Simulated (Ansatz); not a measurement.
Coupled-cluster run, `C[O][SnH2][O]C`.

```yaml
crystal:
  periodic: [false, false, false]
  atoms:
    - {symbol: C, position_ang: [-1.295578, 0.449998, 1.676445]}
    - {symbol: O, position_ang: [-0.424278, 1.236242, 0.901486]}
    - {symbol: Sn, position_ang: [1.303292, 0.502220, 0.336327]}
    - {symbol: O, position_ang: [0.898560, -1.058858, -0.778105]}
    - {symbol: C, position_ang: [0.164229, -0.895349, -1.966361]}
    - {symbol: H, position_ang: [-1.621176, -0.456168, 1.149532]}
    - {symbol: H, position_ang: [-0.847399, 0.142468, 2.631806]}
    - {symbol: H, position_ang: [-2.184374, 1.046022, 1.903111]}
    - {symbol: H, position_ang: [1.998517, 1.742051, -0.596156]}
    - {symbol: H, position_ang: [2.145963, -0.141008, 1.665314]}
    - {symbol: H, position_ang: [0.062791, -1.874422, -2.443538]}
    - {symbol: H, position_ang: [0.663930, -0.225982, -2.680764]}
    - {symbol: H, position_ang: [-0.844077, -0.501814, -1.783999]}
basis:
  gaussian: {orbitals: def2-TZVPP}
correlation: {method: ccsd_t}
output: {orbitals: {seedname: orbitals}}
```

```sh
$ ansatz run in.yaml --threads 4 --pin off --events-out ev --progress --plain --max-ram 11315MiB
```

Log, shortened:

```
Functional definition: HF
1860 factors; integrals over basis functions are off by at most 1.1e-3 eV
mean field evaluation 1: about -12064.3212 eV, gradient 4.9e1 eV
mean field evaluation 2: about -12064.6239 eV, gradient 4.9e1 eV
mean field evaluation 4: about -12069.6441 eV, gradient 4.4e0 eV
mean field evaluation 8: about -12069.7173 eV, gradient 2.5e-1 eV
mean field -12069.71758981 eV, -443.5539402771 hartree, gradient 2.0e-6 eV, S^2 0.000000; 0 other end points of the search recorded, 0 dependent functions left out
8 core orbitals not correlated: weight in the atoms' cores, before any rotation towards them, 1.000 or more for the frozen orbitals, at most 0.000 for the correlated occupied ones
reference -12069.71758981 eV, -443.5539402771 hartree; 21, 21 occupied and 257, 257 virtual orbitals, 1860 factors
second order -31.59250829 eV of doubles, -0.00000000 eV of singles
cycle   1  -31.42030962 eV  change    1.7e-1 eV  update   1.3e-1
cycle   2  -32.21949077 eV  change   -8.0e-1 eV  update   4.1e-2
cycle   3  -32.41524379 eV  change   -2.0e-1 eV  update   2.2e-2
cycle   4  -32.39929649 eV  change    1.6e-2 eV  update   5.6e-3
cycle   5  -32.39567269 eV  change    3.6e-3 eV  update   2.8e-3
cycle   6  -32.39713615 eV  change   -1.5e-3 eV  update   9.6e-4
cycle   7  -32.39695251 eV  change    1.8e-4 eV  update   4.3e-4
cycle   8  -32.39681006 eV  change    1.4e-4 eV  update   1.1e-4
cycle   9  -32.39686300 eV  change   -5.3e-5 eV  update   4.0e-5
cycle  10  -32.39687794 eV  change   -1.5e-5 eV  update   1.3e-5
perturbative correction -1.14064453 eV, -0.0419179132 hartree
Total energy: -12103.25511228 eV, -444.7864214954 hartree
```

It took 4.5 min on 4 threads of an Intel Xeon Platinum 8488C on a shared host, with 9.9 GiB of host memory at the peak.

Correlation energy per correlated electron: -0.799 eV. T1 diagnostic: 0.0137.
